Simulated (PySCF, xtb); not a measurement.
Ga(Br)2(OH) (Br2GaHO), SMILES [OH][Ga]([Br])[Br]. The values are those of a single conformer.

Harmonic wavenumbers (cm⁻¹) from xtb with GFN2-xTB at its own minimum, in rising order: 71, 105, 131, 235, 320, 338, 466, 588, 3635.

Problem. What does PBE-D3(BJ)/def2-SVP (PySCF) give at its own minimum? (The exact figures need the calculation; the answer reports its results.)

Solution. 83, 133, 145, 258, 342, 342, 692, 829, 3714. Paired by order, the mean absolute difference is 72 cm⁻¹ and the zero-point energies are 8.4 and 9.3 kcal/mol.
